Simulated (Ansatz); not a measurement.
Li₅H₅⁺, relaxed as a doublet with UKS PBE0-D4/def2-TZVP in Ansatz, starting from the GFN2-xTB geometry. Force threshold 0.02 eV/Å.

In the doublet, H6 and H7 lie 1.14 Å apart (atoms count from 1), so these atoms are partly bonded to each other. Another isomer (doublet) lies 0.92 eV lower at PBE0-D4/def2-TZVP; other spin states weren't run for this one.

Start:

```xyz
10

Li   -0.5316   -2.6040   -0.4207
Li   -1.0541    2.3787   -0.0511
Li    2.1934   -1.3552    0.6955
Li    1.9280    1.8103    0.9117
Li   -2.5359   -0.2444   -1.1313
H     2.3045    0.2386    0.8913
H     0.4618    2.3076    0.4640
H    -1.7243   -1.6175   -0.8755
H    -1.9112    1.1500   -0.6189
H     0.8695   -2.0640    0.1349
```

```json
{"step": "1", "energy (eV)": "-1094.7693", "largest force component (eV/Å)": "0.528", "SCF passes": "35"}
{"step": "2", "energy (eV)": "-1095.0413", "largest force component (eV/Å)": "0.152", "SCF passes": "33"}
{"step": "3", "energy (eV)": "-1095.0847", "largest force component (eV/Å)": "0.146", "SCF passes": "33"}
{"step": "4", "energy (eV)": "-1095.0958", "largest force component (eV/Å)": "0.046", "SCF passes": "32"}
{"step": "5", "energy (eV)": "-1095.1057", "largest force component (eV/Å)": "0.084", "SCF passes": "36"}
{"step": "6", "energy (eV)": "-1095.1153", "largest force component (eV/Å)": "0.117", "SCF passes": "40"}
{"step": "7", "energy (eV)": "-1095.1224", "largest force component (eV/Å)": "0.093", "SCF passes": "36"}
{"step": "8", "energy (eV)": "-1095.1509", "largest force component (eV/Å)": "0.227", "SCF passes": "38"}
{"step": "9", "energy (eV)": "-1095.2831", "largest force component (eV/Å)": "0.482", "SCF passes": "39"}
{"step": "10", "energy (eV)": "-1095.3690", "largest force component (eV/Å)": "0.699", "SCF passes": "47"}
{"step": "11", "energy (eV)": "-1095.6390", "largest force component (eV/Å)": "0.611", "SCF passes": "28"}
{"step": "13", "energy (eV)": "-1095.8432", "largest force component (eV/Å)": "0.216", "SCF passes": "25"}
{"step": "15", "energy (eV)": "-1095.8687", "largest force component (eV/Å)": "0.073", "SCF passes": "25"}
{"step": "17", "energy (eV)": "-1095.9434", "largest force component (eV/Å)": "0.183", "SCF passes": "24"}
{"step": "19", "energy (eV)": "-1096.0410", "largest force component (eV/Å)": "0.193", "SCF passes": "25"}
{"step": "21", "energy (eV)": "-1096.0624", "largest force component (eV/Å)": "0.141", "SCF passes": "25"}
{"step": "23", "energy (eV)": "-1096.0661", "largest force component (eV/Å)": "0.082", "SCF passes": "25"}
{"step": "25", "energy (eV)": "-1096.0678", "largest force component (eV/Å)": "0.071", "SCF passes": "22"}
{"step": "27", "energy (eV)": "-1096.0690", "largest force component (eV/Å)": "0.049", "SCF passes": "21"}
{"step": "29 (rejected)", "energy (eV)": "-1095.9720", "largest force component (eV/Å)": "0.364", "SCF passes": "25"}
{"step": "31", "energy (eV)": "-1096.0697", "largest force component (eV/Å)": "0.012", "SCF passes": "21"}
{"step": "32", "energy (eV)": "-1096.0699", "largest force component (eV/Å)": "0.019", "SCF passes": "21"}
```

Force components are those of the run's own axes.

End:

```xyz
10

Li   -0.8392   -2.2802   -0.5823
Li   -0.4620    0.5563   -0.1303
Li    2.0184   -0.8546    0.7007
Li    2.2932    2.6542    1.2067
Li   -2.9522   -0.2882   -1.1918
H     2.4145    0.9318    1.0604
H     1.3934    1.2725    0.6869
H    -2.3418   -1.8681   -1.1255
H    -1.9720    1.0058   -0.6701
H     0.4477   -1.1294    0.0453
```

Bonds lost: Li2–H7 (atoms count from 1). Metal–metal contacts that move far: Li1–Li2 5.02 to 2.90 Å.

The force fell under the threshold at step 31, but the optimiser went on. No frequencies were taken in this run, so the end may be a saddle point.

It took 39 s on 4 threads of Arm Neoverse V2 on a shared host.
